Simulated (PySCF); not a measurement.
Zn(Et) (C₂H₅Zn), SMILES C[CH2][Zn+], charge +1.

Geometry: PBE0-D3(BJ)/def2-SVP. The multiplicity is an assumed one; other spin states were not compared. The isomer is the one that the SMILES or the coordinates give; other isomers of the formula were not compared.

Calculation: PBE/def2-TZVPD (PySCF).

Symmetry labels are those of the subgroup Cs that the program uses (full group Cs).

### Question
List the valence orbital energies around the gap with their symmetry. (The exact figures need the calculation; the answer reports its results.)

### Answer

```json
[
 {"orbital": "HOMO−7", "symmetry": "A'", "energy (eV)": "-18.07"},
 {"orbital": "HOMO−6", "symmetry": "A\"", "energy (eV)": "-18.06"},
 {"orbital": "HOMO−5", "symmetry": "A'", "energy (eV)": "-18.05"},
 {"orbital": "HOMO−4", "symmetry": "A\"", "energy (eV)": "-16.38"},
 {"orbital": "HOMO−3", "symmetry": "A'", "energy (eV)": "-15.42"},
 {"orbital": "HOMO−2", "symmetry": "A'", "energy (eV)": "-14.93"},
 {"orbital": "HOMO−1", "symmetry": "A\"", "energy (eV)": "-13.77"},
 {"orbital": "HOMO", "symmetry": "A'", "energy (eV)": "-12.70"},
 {"orbital": "LUMO", "symmetry": "A'", "energy (eV)": "-9.69"},
 {"orbital": "LUMO+1", "symmetry": "A'", "energy (eV)": "-6.47"},
 {"orbital": "LUMO+2", "symmetry": "A\"", "energy (eV)": "-6.41"},
 {"orbital": "LUMO+3", "symmetry": "A'", "energy (eV)": "-4.33"}
]
```
